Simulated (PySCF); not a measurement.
**Working out the ionisation energy of Sb⁺**

Sb⁺ [Kr] 4d10 5s2 5p2 (3P) → Sb²⁺ [Kr] 4d10 5s2 5p1 (2P). All numbers are calculated (PySCF 2.14, a scalar-relativistic core potential, in aug-cc-pVQZ-PP with ECP28MDF). Frozen: 4s2 4p6 4d10. Energies in hartree (1 hartree = 27.21139 eV):

```json
{"part": "UHF", "Sb⁺ (lower)": "-238.962829", "Sb²⁺ (upper)": "-238.374637"}
{"part": "CCSD correlation", "Sb⁺ (lower)": "-0.061708", "Sb²⁺ (upper)": "-0.047717"}
{"part": "(T)", "Sb⁺ (lower)": "-0.001642", "Sb²⁺ (upper)": "-0.000677"}
```

What does Hartree-Fock give?

(-238.374637) − (-238.962829) = 0.588192 hartree = 16.006 eV.

What do CCSD and CCSD(T) give?

The CCSD correlation energies differ by 0.013991 hartree = 0.381 eV and the triples by 0.000965 hartree = 0.026 eV, so CCSD gives 16.387 eV and CCSD(T) 16.413 eV.

Reference: 16.626 ± 0.025 eV (measured; NIST Atomic Spectra Database, ionization energies), between the lowest levels; spin-orbit coupling is absent from the calculation.

What remains against the reference includes basis incompleteness, the frozen core and higher excitations.
